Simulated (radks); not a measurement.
Charge is removed step by step from the 4s1/2 level of Sr+, starting from [Kr] 5s1. Method: Dirac Kohn-Sham, PBE, spin-unpolarised, spherical densities, point nucleus; computed with a radial shooting solver on a logarithmic mesh with Libxc functionals. At the starting occupation the eigenvalue is -47.214 eV. Estimate the energy to remove one whole electron from this level, the eigenvalue at the end, and how far E(n) bends from a straight line.

Answer. Delta-SCF 54.096 eV; final eigenvalue -61.161 eV; the deviation from the straight line is -1.744 eV at 0.5 electron removed, the largest on the grid computed. Slater's transition state (half an electron removed) gives 54.050 eV. Integrating minus the eigenvalue over the occupation (Janak's theorem) gives 54.096 eV. The mean slope of the eigenvalue, de/dn, is 13.9 eV per electron.
